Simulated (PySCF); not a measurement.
A species of formula C6H8F2O has this rotational fingerprint, computed with PBE0/def2-SVPD in PySCF (dipole) on a GFN2-xTB geometry, gas phase:

- Rotational constants: A = 3125, B = 1205, C = 1085 MHz
- Dipole components: |μa| = 0.06 D, |μb| = 1.18 D, |μc| = 1.67 D
- Inertial defect: -115.38 u·Å²
- κ: -0.88

Question: Which candidate fits, each taken in the one conformer that was computed?
A. `[CH2:1]=[CH:2]/[CH:3]=[CH:4]/[CH2:5][O:6][CH:7]([F:8])[F:9]` with C1–C2–C3–C4 -179°, C3–C4–C5–O6 -124°, C4–C5–O6–C7 67°, C5–O6–C7–F8 78°
B. `[O:1]=[C:2]=[C:3]([CH2:4][F:5])[CH2:6][CH2:7][CH2:8][F:9]` with C2–C3–C4–F5 -92°, C2–C3–C6–C7 101°, C3–C6–C7–C8 177°, C6–C7–C8–F9 63°
C. `[CH2:1]=[CH:2][C:3](=[CH2:4])[CH2:5][O:6][CH:7]([F:8])[F:9]` with C1–C2–C3–C4 178°, C2–C3–C5–O6 71°, C3–C5–O6–C7 -176°, C5–O6–C7–F8 -57°
D. `[CH2:1]=[CH:2][C@@:3]1([F:4])[CH2:5][CH2:6][C@@H:7]([F:8])[O:9]1` with C1–C2–C3–F4 -11°, C2–C3–C5–C6 151°, C3–C5–C6–C7 -34°, C5–C6–C7–F8 -86°, C6–C7–O9–C3 -14°

Answer: D. It is C=C[C@@]1(F)CC[C@@H](F)O1, an asymmetric top, point group C1. The candidates at the same level (rigid rotor, commonest isotopes):

| SMILES | A (MHz) | B (MHz) | C (MHz) | μa (D) | μb (D) | μc (D) | Δ (u·Å²) | point group | rotor |
| --- | --- | --- | --- | --- | --- | --- | --- | --- | --- |
| C=C[C@@]1(F)CC[C@@H](F)O1 | 3125 | 1205 | 1085 | 0.06 | 1.18 | 1.67 | -115.38 | C1 | asymmetric top |
| C=CC(=C)COC(F)F | 2801 | 992.7 | 782.1 | 1.48 | 0.26 | 0.32 | -43.35 | C1 | asymmetric top |
| C=C/C=C/COC(F)F | 3256 | 655.6 | 625.3 | 3.65 | 0.61 | 0.18 | -117.92 | C1 | near-prolate asymmetric top |
| O=C=C(CF)CCCF | 2111 | 866.2 | 666.8 | 0.09 | 1.73 | 1.65 | -64.85 | C1 | asymmetric top |

`C=CC(=C)COC(F)F` has C 28 % too low; `O=C=C(CF)CCCF` has C 39 % too low; `C=C/C=C/COC(F)F` has B 46 % too low. No structure here is proved a minimum.
